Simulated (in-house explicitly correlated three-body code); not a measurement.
Values are calculated unless marked as measured or tabulated.
## Taking the two-electron ground state apart, Z = 3.02

A variational code in 260 exponentially correlated functions gives, for two electrons around a point charge Z = 3.02 (non-relativistic, fixed nucleus, atomic units): E = -7.3878303, <1/r> = 2.707919 per electron, <1/r12> = 1.580173. From its density, U = 3.327158 (Hartree energy) and T_s = 7.347959 (kinetic energy of the doubly filled orbital √(n/2)). Further, <r²> = 0.439446 per electron, <r12²> = 0.912671 and <p1·p2> = 0.291596.

**Question.** Check the virial theorem, and compare with the screened hydrogenic estimate.

**Answer.** V = −2Z<1/r> + <1/r12> = -16.355831 + 1.580173 = -14.775658, and 2E = -14.775661, so T = −E = 7.387830. A product of 1s orbitals with exponent Z − 5/16 = 2.7075 gives −2.7075² = -7.33056, which is 57.3 millihartree too high.

**Question.** Find the exchange and correlation energies of density-functional theory.

**Answer.** For two electrons in one orbital E_x = −U/2 = -1.663579. The potential part of correlation is U_c = <1/r12> − U − E_x = -0.083406, the kinetic part T_c = T − T_s = 0.039871, and E_c = T_c + U_c = -0.043535 hartree. Restricted Hartree-Fock gives -7.344312, so the correlation energy of wave-function theory is -0.043518.

**Question.** What do the second moments say about angular correlation and diamagnetism?

**Answer.** From r12² = r1² + r2² − 2 r1·r2, <r1·r2> = <r²> − <r12²>/2 = -0.01689 bohr². It vanishes for a product of s orbitals, and its negative sign shows that the electrons favour opposite sides of the nucleus. The Langevin susceptibility is −0.79199e-6 × 2<r²> = -0.6961e-6 cm³/mol.

**Question.** How does a model nuclear mass of 6 u change the ionisation energy, to first order in m/M (1 hartree = 27.211386 eV)?

**Answer.** m/M = 1/(6 × 1822.8885) = 9.14300e-05. With a fixed nucleus the second electron is bound by −Z²/2 − E = 2.827630 hartree = 76.9437 eV. The reduced mass scales this by 1 − m/M, a change of -7.035 meV. The mass-polarisation term raises the two-electron state by (m/M)<p1·p2> = 26.66 microhartree, a further -0.725 meV. The sum is 76.9360 eV, before relativistic and QED terms.
